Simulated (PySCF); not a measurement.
# Two-component Hartree-Fock for Sr²⁺ (strontium, charge +2)

Start: [Kr]. Calculated with PySCF 2.14 in x2c-TZVPPall-2c (8s9p7d2f1g, 93 functions): generalised Hartree-Fock with the X2C-1e Hamiltonian and a Gaussian nucleus; one run each with spin-orbit coupling (SO) switched off, then screened by Boettger's factors.

| spinor shell | electrons | ε, spin-free (eV) | ε, screened SO (eV) | weight of nominal j (screened SO) | rms radius, screened SO (bohr) |
| --- | --- | --- | --- | --- | --- |
| 1s1/2 | 2 | -16211.2 | -16210.6 | 1.000 | 0.0451 |
| 2s1/2 | 2 | -2275.1 | -2274.9 | 1.000 | 0.187 |
| 2p1/2 | 2 | -2017.3 | -2064.5 | 1.000 | 0.164 |
| 2p3/2 | 4 | -2017.3 | -1994.9 | 1.000 | 0.167 |
| 3s1/2 | 2 | -393.23 | -393.19 | 1.000 | 0.524 |
| 3p1/2 | 2 | -307.49 | -315.06 | 1.000 | 0.528 |
| 3p3/2 | 4 | -307.49 | -303.89 | 1.000 | 0.539 |
| 3d3/2 | 4 | -165.62 | -166.75 | 1.000 | 0.545 |
| 3d5/2 | 6 | -165.62 | -164.82 | 1.000 | 0.548 |
| 4s1/2 | 2 | -66.258 | -66.250 | 1.000 | 1.45 |
| 4p1/2 | 2 | -43.073 | -43.952 | 1.000 | 1.64 |
| 4p3/2 | 4 | -43.073 | -42.652 | 1.000 | 1.68 |

```tsv
quantity	spin-free	screened SO
E (hartree)	-3176.63368	-3176.88221
M_J	0	0
⟨J²⟩	0.000	0.000
⟨L²⟩	0.000	0.006
⟨S²⟩	0.000	0.006
```

Breit and QED terms are absent; they matter most for the inner s and p1/2 levels.

Densities and radii are taken from the X2C orbitals without a picture-change correction, which distorts them close to the nucleus.

Without spin-orbit coupling the j labels of p, d and f shells carry no meaning; the spin-free column gives the mean over the occupied spinors of each nl shell.
